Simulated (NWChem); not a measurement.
Molecule: C3H5NSi; SMILES N1C=C[SiH2]C=1

```xyz
10

C     -0.7242     1.2685     0.0000
C     -1.3254     0.0616     0.0000
Si     0.0512    -1.1932     0.0000
C      1.3001     0.2472     0.0000
N      0.6965     1.3791     0.0000
H     -1.2589     2.2245     0.0000
H     -2.4111    -0.0440     0.0000
H      0.1325    -2.0557     1.2171
H      0.1325    -2.0557    -1.2171
H      2.3990     0.2416     0.0000
```
Atoms are numbered in this order, from 1.

All runs use the structure optimised with PBE0/def2-SVP.

 Unshifted, non-relativistic core excitations; the lowest 4 roots alone, so stronger bands may lie above.

Problem. List the first N K-edge excitations from PBE0/6-311G** (spherical d), restricted-window TDA (NWChem).

Solution. 
```csv
state,energy (eV),dipole oscillator strength,leading excitation (squared amplitude)
S1,386.9,0.0309,1s of atom 5 or its equivalents → LUMO (0.93)
S2,390.3,0.0226,1s of atom 5 or its equivalents → LUMO+3 (0.93)
S3,390.8,0.0035,1s of atom 5 or its equivalents → LUMO+1 (0.99)
S4,391.5,0.0003,1s of atom 5 or its equivalents → LUMO+2 (0.98)
```
